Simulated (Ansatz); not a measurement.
Basis-set extrapolation for CH5FO3Si (`OC(O)(O)[SiH2]F`) (PBE0-D4/def2-TZVP geometry, frozen core, Ansatz). Multiplicity 1, RHF reference.

```
                      def2-TZVPP   def2-QZVPP
                 HF  -653.976206  -654.002432
    MP2 correlation    -1.254453    -1.358990
CCSD(T) correlation    -1.323694      not run
```

Energies in hartree. Use E(X) = E(∞) + A·exp(−7.88·√X) for Hartree–Fock and E(X) = E(∞) + B·X^(−2.97) for correlation, with X = 3 and 4, and add CCSD(T) minus MP2 of the smaller set to the MP2 limit.

What is the CCSD(T) energy at the basis-set limit?

HF limit: -654.002432 + (-0.026226) × 0.13774 = -654.00604. MP2 limit: -1.358990 + (-0.104537) × 0.74074 = -1.43642. Higher-order term: -1.323694 − (-1.254453) = -0.06924. Total: -655.51170 hartree, 132.9 kcal/mol below CCSD(T)/def2-TZVPP.
